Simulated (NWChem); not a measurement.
All runs are NWChem calculations. System: HSe, charge 0, spin multiplicity 4, at the geometry of a parent with another charge or spin, in a state set for the comparison that need not be this species' ground state. Its SCF solution wasn't tested for a lower state. Level: ROCCSD(T)/def2-TZVP, 9 core orbitals frozen.

The NWChem input:

```
start mol
memory heap 100 mb stack 700 mb global 1900 mb
geometry units angstroms nocenter noautoz
  Se     0.000000     0.000000     0.042100
  H      0.000000     0.000000    -1.431392
  symmetry group C2v
end
basis spherical
  * library def2-tzvp
end
scf
  rohf
  nopen 3
  maxiter 100
  thresh 1e-7
  semidirect memsize 60000000 filesize 0
  # guess.movecs holds the orbitals of an unrestricted PBE0 run
  vectors input guess.movecs output mol.movecs
end
tce
  freeze core 9
  ccsd(t)
  2eorb
  2emet 13
  thresh 1e-6
  maxiter 100
  tilesize 24
end
task tce energy
```

NWChem printed:

```
             Northwest Computational Chemistry Package (NWChem) 7.3.0
             --------------------------------------------------------

                                NWChem Input Module
                                -------------------

 Scaling coordinates for geometry "geometry" by  1.889725989
 (inverse scale =  0.529177249)

 Turning off AUTOSYM since
 SYMMETRY directive was detected!

                             Geometry "geometry" -> ""
                             -------------------------

 Output coordinates in angstroms (scale by  1.889725989 to convert to a.u.)

  No.       Tag          Charge          X              Y              Z
 ---- ---------------- ---------- -------------- -------------- --------------
    1 Se                  34.0000     0.00000000     0.00000000     0.04210000
    2 H                    1.0000     0.00000000     0.00000000    -1.43139200

 Effective nuclear repulsion energy (a.u.)      12.2104676958

            Nuclear Dipole moment (a.u.)
            ----------------------------
        X                 Y               Z
 ---------------- ---------------- ----------------
     0.0000000000     0.0000000000     0.0000151178

      Symmetry information
      --------------------

 Group name             C2v
 Group number             16
 Group order               4
 No. of unique centers     2

      Symmetry unique atoms

     1    2


 Summary of "ao basis" -> "" (spherical)
 ------------------------------------------------------------------------------
       Tag                 Description            Shells   Functions and Types
 ---------------- ------------------------------  ------  ---------------------
 *                         def2-tzvp                  on all atoms

 Summary of "ao basis" -> "ao basis" (spherical)
 ------------------------------------------------------------------------------
       Tag                 Description            Shells   Functions and Types
 ---------------- ------------------------------  ------  ---------------------
 Se                        def2-tzvp                16       48   6s5p4d1f
 H                         def2-tzvp                 4        6   3s1p

                                 NWChem SCF Module
                                 -----------------

  ao basis        = "ao basis"
  functions       =    54
  atoms           =     2
  closed shells   =    16
  open shells     =     3
  charge          =   0.00
  wavefunction    = ROHF
  use symmetry    = T
  symmetry adapt  = T

 Summary of "ao basis" -> "ao basis" (spherical)
 ------------------------------------------------------------------------------
       Tag                 Description            Shells   Functions and Types
 ---------------- ------------------------------  ------  ---------------------
 Se                        def2-tzvp                16       48   6s5p4d1f
 H                         def2-tzvp                 4        6   3s1p

      Symmetry analysis of basis
      --------------------------

        a1         25
        a2          5
        b1         12
        b2         12

 Forming initial guess at       0.1s

      Symmetry analysis of molecular orbitals - initial
      -------------------------------------------------

  Numbering of irreducible representations:

     1 a1          2 a2          3 b1          4 b2

  Orbital symmetries:

     1 a1          2 a1          3 b1          4 b2          5 a1
     6 a1          7 b1          8 b2          9 a1         10 a2
    11 a1         12 b1         13 b2         14 a1         15 a1
    16 a1         17 b2         18 b1         19 a1         20 a1
    21 b1         22 b2         23 a1         24 a2         25 a1
    26 b2         27 b1         28 a1         29 a1

 Starting SCF solution at       0.1s

 ----------------------------------------------
         Quadratically convergent ROHF

 Convergence threshold     :          1.000E-07
 Maximum no. of iterations :          100
 Final Fock-matrix accuracy:          1.000E-09
 ----------------------------------------------

              iter       energy          gnorm     gmax       time
             ----- ------------------- --------- --------- --------
                 1    -2400.2230632875  8.75D-01  5.64D-01      0.9
                 2    -2400.2335121871  2.00D-01  8.05D-02      0.9
                 3    -2400.2379215656  1.52D-02  6.61D-03      0.9
                 4    -2400.2380213366  1.24D-04  6.08D-05      1.0
                 5    -2400.2380213432  8.61D-09  3.63D-09      1.0

       Final ROHF results
       ------------------

         Total SCF energy =  -2400.238021343151
      One-electron energy =  -3366.652054320718
      Two-electron energy =    954.203565281788
 Nuclear repulsion energy =     12.210467695780

        Time for solution =      0.9s

       Symmetry analysis of molecular orbitals - final
       -----------------------------------------------

  Numbering of irreducible representations:

     1 a1          2 a2          3 b1          4 b2

  Orbital symmetries:

     1 a1          2 a1          3 b1          4 b2          5 a1
     6 a1          7 b1          8 b2          9 a1         10 a1
    11 a2         12 a1         13 b1         14 b2         15 a1
    16 a1         17 b1         18 b2         19 a1         20 a1
    21 b2         22 b1         23 a1         24 b1         25 b2
    26 a2         27 a1         28 a1         29 a1

             Final eigenvalues
             -----------------

              1
    1 -460.9064
    2  -60.7101
    3  -54.3100
    4  -54.3100
    5  -54.3089
    6   -8.9763
    7   -6.7073
    8   -6.7073
    9   -6.7027
   10   -2.6974
   11   -2.6974
   12   -2.6912
   13   -2.6907
   14   -2.6907
   15   -0.9115
   16   -0.5284
   17   -0.2458
   18   -0.2458
   19    0.0175
   20    0.2768
   21    0.3067
   22    0.3067
   23    0.3235
   24    0.3682
   25    0.3682
   26    0.3724
   27    0.3724
   28    0.6282
   29    0.7595

                       ROHF Final Molecular Orbital Analysis
                       -------------------------------------

 Vector   17  Occ=1.000000D+00  E=-2.457669D-01  Symmetry=b1
              MO Center=  3.9D-17,  3.0D-16,  1.2D-02, r^2= 1.6D+00
   Bfn.  Coefficient  Atom+Function         Bfn.  Coefficient  Atom+Function
  ----- ------------  ---------------      ----- ------------  ---------------
    16      0.604772  1 Se px                10     -0.345351  1 Se px
    13      0.299877  1 Se px                19      0.250993  1 Se px

 Vector   18  Occ=1.000000D+00  E=-2.457669D-01  Symmetry=b2
              MO Center= -3.0D-16, -3.4D-16,  1.2D-02, r^2= 1.6D+00
   Bfn.  Coefficient  Atom+Function         Bfn.  Coefficient  Atom+Function
  ----- ------------  ---------------      ----- ------------  ---------------
    17      0.604772  1 Se py                11     -0.345351  1 Se py
    14      0.299877  1 Se py                20      0.250993  1 Se py

 Vector   19  Occ=1.000000D+00  E= 1.748111D-02  Symmetry=a1
              MO Center= -2.6D-16, -2.5D-16, -6.6D-01, r^2= 3.2D+00
   Bfn.  Coefficient  Atom+Function         Bfn.  Coefficient  Atom+Function
  ----- ------------  ---------------      ----- ------------  ---------------
    51      1.177487  2 H  s                  6     -0.769309  1 Se s
    21      0.717221  1 Se pz                18      0.355844  1 Se pz
    50      0.313716  2 H  s                  5     -0.203799  1 Se s
    12     -0.173845  1 Se pz                15      0.164174  1 Se pz

 Vector   20  Occ=0.000000D+00  E= 2.768416D-01  Symmetry=a1
              MO Center=  1.1D-15,  7.5D-16, -9.7D-01, r^2= 4.3D+00
   Bfn.  Coefficient  Atom+Function         Bfn.  Coefficient  Atom+Function
  ----- ------------  ---------------      ----- ------------  ---------------
    51      1.145106  2 H  s                 50     -0.572075  2 H  s
    18      0.536690  1 Se pz                21     -0.510638  1 Se pz
    39     -0.458259  1 Se d  0               6     -0.231847  1 Se s
     5     -0.193871  1 Se s

 Vector   21  Occ=0.000000D+00  E= 3.066647D-01  Symmetry=b2
              MO Center= -1.5D-13, -3.8D-15,  5.7D-02, r^2= 5.3D+00
   Bfn.  Coefficient  Atom+Function         Bfn.  Coefficient  Atom+Function
  ----- ------------  ---------------      ----- ------------  ---------------
    20      1.514232  1 Se py                17     -1.265528  1 Se py
    11      0.175540  1 Se py

 Vector   22  Occ=0.000000D+00  E= 3.066647D-01  Symmetry=b1
              MO Center= -2.3D-15,  1.7D-13,  5.7D-02, r^2= 5.3D+00
   Bfn.  Coefficient  Atom+Function         Bfn.  Coefficient  Atom+Function
  ----- ------------  ---------------      ----- ------------  ---------------
    19      1.514232  1 Se px                16     -1.265528  1 Se px
    10      0.175540  1 Se px

 center of mass
 --------------
 x =   0.00000000 y =   0.00000000 z =   0.04444648

 moments of inertia (a.u.)
 ------------------
           7.715557760953           0.000000000000           0.000000000000
           0.000000000000           7.715557760953           0.000000000000
           0.000000000000           0.000000000000           0.000000000000

  Mulliken analysis of the total density
  --------------------------------------

    Atom       Charge   Shell Charges
 -----------   ------   -------------------------------------------------------
    1 Se  34    33.65   2.00  2.00  1.17  0.77  1.07  0.87  6.00  5.93  0.89  2.01  0.79  8.97  1.04  0.03  0.10  0.01
    2 H    1     1.35   0.24  0.55  0.54  0.02

 Mulliken analysis of the open-shell density
 -------------------------------------------

    Atom       Charge   Shell Charges
 -----------   ------   -------------------------------------------------------
    1 Se  34     2.35   0.00  0.00  0.00 -0.00  0.03 -0.01  0.00  0.01  0.48  1.26  0.46  0.00  0.00  0.03  0.08  0.01
    2 H    1     0.65   0.06  0.14  0.44  0.01

       Multipole analysis of the density wrt the origin
       ------------------------------------------------

     L   x y z        total         open         nuclear
     -   - - -        -----         ----         -------
     0   0 0 0     -0.000000     -3.000000     35.000000

     1   1 0 0     -0.000000      0.000000      0.000000
     1   0 1 0      0.000000      0.000000      0.000000
     1   0 0 1      0.359363      1.194623      0.000015

     2   2 0 0    -13.415517     -6.127254      0.000000
     2   1 1 0     -0.000000     -0.000000      0.000000
     2   1 0 1     -0.000000      0.000000      0.000000
     2   0 2 0    -13.415517     -6.127254      0.000000
     2   0 1 1      0.000000      0.000000      0.000000
     2   0 0 2    -20.322508    -12.189566      7.531892

                   NWChem Extensible Many-Electron Theory Module
                   ---------------------------------------------


            General Information
            -------------------
      Number of processors :     1
         Wavefunction type : Restricted open-shell Hartree-Fock
          No. of electrons :    35
           Alpha electrons :    19
            Beta electrons :    16
           No. of orbitals :   108
            Alpha orbitals :    54
             Beta orbitals :    54
        Alpha frozen cores :     9
         Beta frozen cores :     9
     Alpha frozen virtuals :     0
      Beta frozen virtuals :     0
         Spin multiplicity : quartet
    Number of AO functions :    54
       Number of AO shells :    20
        Use of symmetry is : on
      Symmetry adaption is : on
         Schwarz screening : 0.10D-09

          Correlation Information
          -----------------------
          Calculation type : Coupled-cluster singles & doubles w/ perturbation
   Perturbative correction : (T)
            Max iterations :      100
        Residual threshold : 0.10D-05
     T(0) DIIS level shift : 0.00D+00
     L(0) DIIS level shift : 0.00D+00
     T(1) DIIS level shift : 0.00D+00
     L(1) DIIS level shift : 0.00D+00
     T(R) DIIS level shift : 0.00D+00
     T(I) DIIS level shift : 0.00D+00
   CC-T/L Amplitude update :  5-th order DIIS
                I/O scheme : Global Array Library
        L-threshold :  0.10D-05
        EOM-threshold :  0.10D-05
 no EOMCCSD initial starts read in
 TCE RESTART OPTIONS
 SLICE:      F
 D4D5:       F
 quantumc:   F
 qrotation:  F
 pwtce:      F
 qducc:      F
 nacto:                         0
 nrotv:                         0
 nrot:                          0

            Memory Information
            ------------------
          Available GA space size is     249030968 doubles
          Available MA space size is     104850756 doubles

 Maximum block size supplied by input
 Maximum block size        24 doubles

 tile_dim =     15

 -------------------------------------------------

 Global array virtual files algorithm will be used

 Parallel file system coherency ......... OK

 4-electron integrals stored in orbital form

 v2    file size   =           264586
 4-index algorithm nr.  13 is used
 imaxsize =       30
 imaxsize ichop =        0


CCSD iterations
 ---------------------------------------------------------
 Iter          Residuum       Correlation     Cpu    Wall
 ---------------------------------------------------------
    1   0.1264232848686  -0.2438545720925     3.1     3.1
    2   0.0208782223646  -0.2407610696409     2.1     2.1
    3   0.0057388376028  -0.2444368161880     2.1     2.1
    4   0.0017740323056  -0.2444884019193     2.2     2.2
    5   0.0006313088297  -0.2446810467469     2.1     2.1
    6   0.0002687988512  -0.2447115026301     2.1     2.1
    7   0.0001454841896  -0.2447129751333     2.1     2.1
    8   0.0000527714937  -0.2447131253841     2.1     2.1
    9   0.0000353605911  -0.2447125936185     2.1     2.1
   10   0.0000142685562  -0.2447131887248     2.7     2.7
   11   0.0000033433278  -0.2447133609128     2.3     2.3
   12   0.0000012568769  -0.2447133024649     2.2     2.2
   13   0.0000006718777  -0.2447133056147     2.2     2.2
 -----------------------------------------------------------------
 Iterations converged
 CCSD correlation energy / hartree =        -0.244713305614687
 CCSD total energy / hartree       =     -2400.482734648765927

 Singles contributions

 Doubles contributions
 CCSD(T)
 Using plain CCSD(T) code
             total no. of tasks         4760
 total no. of tasks / no. procs         4760
                         wl_min            1           1.0
                         wl_max       216000           7.7
        thresh for no. of tasks         4760

 CCSD[T]  correction energy / hartree =        -0.007618238205050
 CCSD[T] correlation energy / hartree =        -0.252331543819737
 CCSD[T] total energy / hartree       =     -2400.490352886970868
 CCSD(T)  correction energy / hartree =        -0.007292626409566
 CCSD(T) correlation energy / hartree =        -0.252005932024252
 CCSD(T) total energy / hartree       =     -2400.490027275175635

 Task  times  cpu:       37.2s     wall:       37.2s

 Total times  cpu:       37.3s     wall:       37.3s
```
